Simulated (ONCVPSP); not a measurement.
# Scattering properties, ONCV potential for potassium (K)

```
Element                 : K
Generator               : ONCVPSP 4.0.1
Type                    : optimised norm-conserving Vanderbilt (ONCV)
Functional              : LDA (Perdew-Zunger)
Relativity              : scalar-relativistic
Frozen core             : [Ar]
Valence charge          : 1
Reference configuration : 4s1
Partial waves           : 4s: rc 4.00 bohr, ncon 5, nbas 9, qcut 1.9 1/bohr, 1 projector; p scattering state at 0.04 Ha: rc 3.75 bohr, ncon 3, nbas 8, qcut 1.8 1/bohr, 1 projector; d scattering state at 0.06 Ha: rc 3.10 bohr, ncon 4, nbas 8, qcut 3.2 1/bohr, 2 projectors, debl 2.6 Ha
Local potential         : polynomial inside 2.70 bohr (lpopt 5, dvloc0 0 Ha)
Core correction         : Teter function, fcfact 6, rcfact 1.3
```

The phase is arctan(r·R′/R) of the radial function R(r), unwrapped; energies in Ha, scanned from -2 to 5 Ha. A pole is an energy at which the radial function vanishes at the test radius. The pseudo phase is shifted by a multiple of π to meet the all-electron one at the reference energy, and phase errors are pseudo minus all-electron; the curves can meet again beyond the range given. Levels narrower than the energy grid can be missing from the lists of poles. Where the grid stepped over a known ghost or core level, its pole and its step of π were put in at the level’s energy.

```csv
channel,radius (bohr),reference energy (Ha),"poles, all-electron","poles, pseudo",unbroken range about the reference energy with phases within 0.05 rad,phase error 1 Ha above the reference energy (rad)
s,4.06,-0.09,"-1.29, 0.32, 1.99, 4.45","0.15, 0.41, 1.94, 3.95",-1.3 to 0.1,-2.659
p,3.80,0.04,"-0.68, 0.71, 2.68","0.46, 1.25, 3.26",-0.5 to 0.3,-2.922
d,3.14,0.06,"0.28, 1.86, 4.62","0.30, 2.01",below 0.4,+0.779
```

Note: no bound ghost flagged; GHOST(+) flagged for s at 4.7 eV.

Phases in the d channel:

```json
{"E (Ha)": "-1.98", "all-electron": "1.383", "pseudo": "1.382"}
{"E (Ha)": "-1.62", "all-electron": "1.360", "pseudo": "1.359"}
{"E (Ha)": "-1.26", "all-electron": "1.326", "pseudo": "1.326"}
{"E (Ha)": "-0.90", "all-electron": "1.271", "pseudo": "1.272"}
{"E (Ha)": "-0.54", "all-electron": "1.155", "pseudo": "1.162"}
{"E (Ha)": "-0.18", "all-electron": "0.684", "pseudo": "0.706"}
{"E (Ha)": "0.18", "all-electron": "-1.381", "pseudo": "-1.369"}
{"E (Ha)": "0.54", "all-electron": "-1.969", "pseudo": "-1.812"}
{"E (Ha)": "0.90", "all-electron": "-3.888", "pseudo": "-2.558"}
{"E (Ha)": "1.26", "all-electron": "-4.502", "pseudo": "-4.229"}
{"E (Ha)": "1.62", "all-electron": "-4.651", "pseudo": "-4.565"}
{"E (Ha)": "1.98", "all-electron": "-4.741", "pseudo": "-4.702"}
{"E (Ha)": "2.34", "all-electron": "-4.840", "pseudo": "-4.825"}
{"E (Ha)": "2.70", "all-electron": "-5.072", "pseudo": "-5.071"}
{"E (Ha)": "3.06", "all-electron": "-6.867", "pseudo": "-6.479"}
{"E (Ha)": "3.42", "all-electron": "-7.612", "pseudo": "-7.470"}
{"E (Ha)": "3.78", "all-electron": "-7.741", "pseudo": "-7.647"}
{"E (Ha)": "4.14", "all-electron": "-7.801", "pseudo": "-7.719"}
{"E (Ha)": "4.50", "all-electron": "-7.842", "pseudo": "-7.760"}
{"E (Ha)": "4.86", "all-electron": "-7.878", "pseudo": "-7.788"}
```
